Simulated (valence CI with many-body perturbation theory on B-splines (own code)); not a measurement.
## E1 line list for Sn XLVI

Level of theory: configuration interaction combined with many-body perturbation theory (CI+MBPT): three valence electrons over a frozen Dirac-Fock core [He], a basis of 11 s, 11 p, 10 d, 8 f, 5 g, 2 h functions for each j, with the one-electron correlation potential Σ1, the two-electron term Σ2, the three-electron term Σ3, Breit, model QED; selected CI, second order for the rest, scaled by the run's own slope (own B-spline code, finite nucleus).

No measured spectrum was set against this ion. As an estimate, large intervals hold to a few tenths of a per cent, small ones and those within an open d or f shell to about a per cent.

Lines 101 to 150 of 505 in falling wavelength, among levels below 465.24 Ry, chosen from the strongest by gf and those to the six lowest levels. Wavelengths and rates use the calculated energies. Electric multipoles are in the length gauge with retardation, E1 and E2 with the static RPA response of the core. Weak lines are less certain than strong ones. Lines between different terms over intervals too small for the method are left out, as are lines whose strength nearly cancels. The highest levels of a list are the least certain.

Levels are named by their leading jj configuration (3d3/2^4 stands for four electrons in 3d with j = 3/2), which in mixed levels can hold well under half, so a name can repeat and another be missing. Letters in brackets count levels of one name in rising energy.

```csv
λ vac (nm),Upper,Lower,A (s⁻¹),S (a.u.) with core polarisation,S without
3.498,(2p3/2^2 3p3/2) J=7/2,(2s 2p3/2 3p3/2) J=5/2 [c],8.93e+10,1.51e-02,1.51e-02
3.426,(2p3/2^2 3d5/2) J=9/2,(2s 2p3/2 3d5/2) J=7/2 [b],1.65e+11,3.27e-02,3.28e-02
3.396,(2p3/2^2 3d3/2) J=7/2,(2s 2p3/2 3d3/2) J=5/2 [b],1.17e+11,1.80e-02,1.81e-02
3.381,(2p3/2^2 3s) J=5/2,(2s 2p3/2 3s) J=3/2 [b],1.93e+11,2.21e-02,2.22e-02
3.356,(2p3/2^2 3p1/2) J=3/2,(2s 2p3/2 3p1/2) J=1/2,1.78e+11,1.32e-02,1.33e-02
3.341,(2p3/2^2 3p1/2) J=5/2,(2s 2p3/2 3p1/2) J=3/2 [b],1.73e+11,1.91e-02,1.91e-02
3.323,(2p3/2^2 3p3/2) J=7/2,(2s 2p3/2 3p3/2) J=5/2 [b],1.20e+11,1.74e-02,1.75e-02
3.299,(2s 2p3/2^2) J=5/2,(2s^2 2p3/2) J=3/2,8.42e+10,8.96e-03,8.98e-03
3.250,(2p3/2^2 3p3/2) J=3/2 [a],(2s 2p3/2 3p3/2) J=1/2 [b],1.84e+11,1.25e-02,1.25e-02
3.234,(2p1/2 2p3/2^2) J=3/2,(2s 2p1/2 2p3/2) J=1/2,1.99e+11,1.33e-02,1.33e-02
3.221,(2p1/2 2p3/2^2) J=3/2,(2s 2p1/2 2p3/2) J=3/2 [b],3.99e+10,2.63e-03,2.64e-03
3.096,(2p3/2^2 3p3/2) J=3/2 [b],(2s 2p3/2 3p3/2) J=3/2 [b],2.03e+11,1.19e-02,1.19e-02
3.085,(2p3/2^2 3d5/2) J=7/2,(2s 2p3/2 3d5/2) J=7/2 [a],1.15e+11,1.33e-02,1.34e-02
3.074,(2p1/2 2p3/2^2) J=5/2,(2s 2p1/2 2p3/2) J=3/2 [b],2.29e+11,1.97e-02,1.97e-02
3.069,(2p3/2^3) J=3/2,(2s 2p3/2^2) J=3/2,5.82e+11,3.32e-02,3.33e-02
3.069,(2p1/2 2p3/2 3d5/2) J=9/2,(2s 2p1/2 3d5/2) J=7/2,1.77e+11,2.53e-02,2.53e-02
3.059,(2p1/2 2p3/2 3p3/2) J=7/2,(2s 2p1/2 3p3/2) J=5/2,2.20e+11,2.49e-02,2.49e-02
3.053,(2p1/2 2p3/2 3d5/2) J=7/2 [a],(2s 2p1/2 3d5/2) J=5/2 [a],1.87e+11,2.10e-02,2.11e-02
3.051,(2p3/2^2 3d5/2) J=5/2 [b],(2s 2p3/2 3d5/2) J=5/2 [b],2.46e+11,2.07e-02,2.07e-02
3.039,(2p1/2 2p3/2 3d3/2) J=5/2 [b],(2s 2p1/2 3d3/2) J=3/2 [b],1.49e+11,1.24e-02,1.24e-02
3.029,(2p1/2 2p3/2 3p3/2) J=5/2 [a],(2s 2p1/2 3p3/2) J=3/2 [a],1.91e+11,1.57e-02,1.57e-02
3.027,(2s 2p3/2 3d5/2) J=7/2 [b],(2s^2 3d5/2) J=5/2,3.05e+11,3.34e-02,3.35e-02
3.015,(2p3/2^2 3p3/2) J=5/2,(2s 2p3/2 3p3/2) J=5/2 [a],1.89e+11,1.54e-02,1.54e-02
3.009,(2p1/2 2p3/2 3d3/2) J=7/2,(2s 2p1/2 3d3/2) J=5/2,1.74e+11,1.87e-02,1.88e-02
3.006,(2p1/2 2p3/2 3d5/2) J=7/2 [b],(2s 2p1/2 3d5/2) J=5/2 [b],1.06e+11,1.14e-02,1.14e-02
3.005,(2p3/2^2 3p1/2) J=1/2,(2s 2p3/2 3p1/2) J=3/2 [b],4.25e+11,1.14e-02,1.14e-02
3.001,(2p1/2 2p3/2 3p1/2) J=5/2,(2s 2p1/2 3p1/2) J=3/2,2.43e+11,1.94e-02,1.95e-02
2.996,(2p1/2 2p3/2 3p1/2) J=3/2 [b],(2s 2p1/2 3p1/2) J=1/2 [b],2.34e+11,1.24e-02,1.25e-02
2.993,(2p3/2^2 3s) J=1/2,(2s 2p3/2 3s) J=3/2 [b],4.52e+11,1.20e-02,1.20e-02
2.990,(2p3/2^2 3d3/2) J=3/2 [b],(2s 2p3/2 3d3/2) J=5/2 [b],2.27e+11,1.20e-02,1.20e-02
2.988,(2s 2p3/2 3p3/2) J=5/2 [c],(2s^2 3p3/2) J=3/2,3.02e+11,2.39e-02,2.39e-02
2.981,(2s 2p3/2 4p1/2) J=3/2 [b],(2s^2 4p1/2) J=1/2,3.77e+11,1.97e-02,1.98e-02
2.978,(2s 2p3/2 4s) J=3/2 [b],(2s^2 4s) J=1/2,3.84e+11,2.00e-02,2.01e-02
2.975,(2p1/2 2p3/2 3d3/2) J=3/2 [a],(2s 2p1/2 3d3/2) J=3/2 [a],2.20e+11,1.14e-02,1.14e-02
2.970,(2p3/2^2 3d5/2) J=5/2 [b],(2s 2p3/2 3d5/2) J=7/2 [b],2.80e+11,2.17e-02,2.18e-02
2.967,(2s 2p3/2 3d3/2) J=3/2 [b],(2s^2 3d3/2) J=3/2,2.96e+11,1.53e-02,1.53e-02
2.966,(2s 2p3/2 3p3/2) J=5/2 [b],(2s 2p1/2 3s) J=3/2,2.38e+11,1.84e-02,1.84e-02
2.962,(2s 2p3/2 3d3/2) J=5/2 [b],(2s^2 3d3/2) J=3/2,2.90e+11,2.23e-02,2.23e-02
2.952,(2s 2p3/2 3p1/2) J=3/2 [b],(2s^2 3p1/2) J=1/2,3.47e+11,1.76e-02,1.76e-02
2.947,(2s 2p3/2 3d5/2) J=5/2 [b],(2s^2 3d5/2) J=5/2,3.81e+11,2.89e-02,2.90e-02
2.934,(2s 2p3/2 3s) J=3/2 [b],(2s^2 3s) J=1/2,3.70e+11,1.85e-02,1.85e-02
2.933,(2s 2p3/2 3p3/2) J=3/2 [b],(2s^2 3p3/2) J=3/2,2.70e+11,1.34e-02,1.35e-02
2.932,(2p1/2 2p3/2 3d5/2) J=7/2 [b],(2s 2p1/2 3d5/2) J=7/2,1.18e+11,1.17e-02,1.18e-02
2.929,(2s 2p3/2 3d5/2) J=3/2 [b],(2s^2 3d5/2) J=5/2,4.39e+11,2.18e-02,2.18e-02
2.920,(2p3/2^2 3s) J=3/2,(2s 2p3/2 3s) J=3/2 [a],2.65e+11,1.30e-02,1.30e-02
2.898,(2p3/2^2 3p3/2) J=7/2,(2s 2p3/2 3p3/2) J=7/2,2.42e+11,2.33e-02,2.33e-02
2.896,(2p3/2^2 3p1/2) J=3/2,(2s 2p3/2 3p1/2) J=3/2 [a],2.59e+11,1.24e-02,1.24e-02
2.896,(2p3/2^2 3p1/2) J=5/2,(2s 2p3/2 3p1/2) J=5/2,2.63e+11,1.89e-02,1.89e-02
2.891,(2p3/2^2 3d3/2) J=7/2,(2s 2p3/2 3d3/2) J=7/2,2.05e+11,1.96e-02,1.96e-02
2.889,(2p3/2^2 3d5/2) J=9/2,(2s 2p3/2 3d5/2) J=9/2,2.24e+11,2.66e-02,2.67e-02
```
